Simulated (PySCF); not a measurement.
# Electron correlation in Xe(2+) (xenon, charge +2)

[Kr] 4d10 5s2 5p4, high-spin 3P determinant. Calculation: PySCF 2.14, in x2c-TZVPPall with one added diffuse shell each of s, p, d, f type (9s7p5d3f, 76 functions); the spin-free X2C one-electron Hamiltonian (Gaussian nucleus). Frozen: [Kr] 4d10; 6 electrons correlated.

| level | correlation energy (mhartree) |
| --- | --- |
| CCSD | -97.96 |
| (T) | -2.14 |
| CCSD(T) | -100.10 |

Diagnostics: T1 = 0.0059, D1 = 0.0175, largest double amplitude 0.036.

Cost of the coupled-cluster step: roughly 4 core-seconds, for 6 correlated electrons.
